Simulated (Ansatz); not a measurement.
Isolated molecules relaxed with PBE0-D4/def2-TZVP in Ansatz; ΔE leaves out vibrations. CCSD(T)/CBS adds triple-zeta CCSD(T) − MP2 to the extrapolated MP2 energy (def2 sets, frozen cores). This one scheme is used for every species. Functionals use def2-TZVPP. Each species was taken in one conformer, which may not be the lowest.

Reaction (ligand exchange at the Si–F bond): `CO[Si](F)(F)F` + H₂S → `CO[Si](F)(F)S` + H–F

```json
{"level": "BLYP-D4", "ΔE (kJ/mol)": "88.9"}
{"level": "r2SCAN0-D4", "ΔE (kJ/mol)": "94.8"}
{"level": "CAM-B3LYP-D4", "ΔE (kJ/mol)": "100.1"}
{"level": "B2PLYP", "ΔE (kJ/mol)": "99.7"}
{"level": "CAM-B3LYP", "ΔE (kJ/mol)": "105.1"}
{"level": "HF/def2-TZVPP", "ΔE (kJ/mol)": "121.0"}
{"level": "CCSD(T)/def2-TZVPP", "ΔE (kJ/mol)": "96.5"}
{"level": "SCS-MP2/def2-QZVPP", "ΔE (kJ/mol)": "97.4"}
```

(1) What does CCSD(T)/CBS give? (Best estimate.)

Largest T1 diagnostic among the species: 0.012.

Results:

(1) Computed: +92.1 kJ/mol. The listed levels differ from it by -3.2, 2.7, 8.0, 7.6, 13.0, 28.9, 4.4, 5.3 kJ/mol.

From BLYP to BHLYP (50 % exact exchange), in def2-TZVPP and without D4, ΔE moves by +8.9 kJ/mol. The D4 term adds −8.8 kJ/mol with B3LYP and −4.7 kJ/mol with PBE0; it sums over pairs of atoms, weighted by their polarisabilities, and B3LYP, whose exchange is more repulsive, gets the larger term. In def2-TZVPP, CCSD(T) changes the Hartree–Fock value by −24.5 kJ/mol (the triples alone add −4.8 kJ/mol) and MP2 by −29.6 kJ/mol.

B3LYP here is the variant with VWN-RPA as its local correlation; programs differ in this.
